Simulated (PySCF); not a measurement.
BH₂, SMILES [BH2] (connectivity only; charge and spin as stated), charge +1, multiplicity 1.

Geometry optimised at PBE0-D3(BJ)/def2-TZVPD. The spin state was assumed, not searched. The isomer is the one that the SMILES or the coordinates give; other isomers of the formula were not compared.

Two levels are set side by side: TDA-PBE/def2-TZVPD (PySCF) and ADC(2)/aug-cc-pVDZ (PySCF). Vertical, same geometry; the bases differ. Differences are taken from unrounded values.

| quantity | ADC(2) | TDA-PBE | TDA-PBE minus ADC(2) |
|---|---|---|---|
| lowest singlet excitation (eV) | 7.68 | 7.08 | -0.59 |

Functionals without exact exchange tend to place singlet excitations lower, as here. Differences between two approximate levels are no errors against the true value.
